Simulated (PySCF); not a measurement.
Cu(I) anion (CuI), SMILES [Cu][I] (connectivity only; charge and spin as stated), charge -1, multiplicity 2. Geometry optimised at PBE0-D3(BJ)/def2-TZVPD. The spin state was assumed, not searched. The def2 effective core potentials stand for the cores of I; spin–orbit coupling is left out.

Computed with PBE0-D3(BJ)/def2-TZVPD (PySCF).

Harmonic wavenumbers (cm⁻¹): 168. Rotational constants (GHz): 1.838 (linear); symmetry number 1.

**Question.** Work out the zero-point energy and the ideal-gas rigid-rotor harmonic-oscillator thermochemistry at 298.15 K and 1 atm.

**Answer.** ZPE = ½ Σ hcν = ½ × 168 cm⁻¹ = 0.24 kcal/mol. H − E(el) = 2.70 kcal/mol. Entropy in cal/(mol K): translation 41.64, rotation 18.13, vibration 2.46, spin 1.38, total 63.61. G − E(el) = -16.27 kcal/mol. Cp = 8.84 cal/(mol K).
